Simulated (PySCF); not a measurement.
Mo(O)2(Cl)(OMe) (CH3ClMoO3), SMILES [Cl][Mo]([O]C)(=[O])=[O], multiplicity 1. Geometry: PBE-D3(BJ)/def2-SVP. The multiplicity is an assumed one; other spin states were not compared. The def2 effective core potentials stand for the cores of Mo; spin–orbit coupling is left out. One conformer was computed; it need not be the lowest.

Computed equilibrium geometry at PBE-D3(BJ)/def2-SVP (PySCF confirms it by a frequency run) as bond lengths and angles (one conformer of several):
Atoms: Mo1 O2 O3 Cl4 O5 C6 H7 H8 H9. Bonded distances (Å): Mo1–O2 1.697, Mo1–O3 1.696, Mo1–Cl4 2.289, Mo1–O5 1.855, O5–C6 1.414, C6–H7 1.110, C6–H8 1.110, C6–H9 1.111. Bond angles (°): O2–Mo1–O3 107.8, O2–Mo1–Cl4 110.2, O2–Mo1–O5 109.4, O3–Mo1–Cl4 109.8, O3–Mo1–O5 108.6, Cl4–Mo1–O5 110.9, Mo1–O5–C6 139.8, O5–C6–H7 108.8, O5–C6–H8 109.4, O5–C6–H9 111.3, H7–C6–H8 108.8, H7–C6–H9 109.1, H8–C6–H9 109.4.
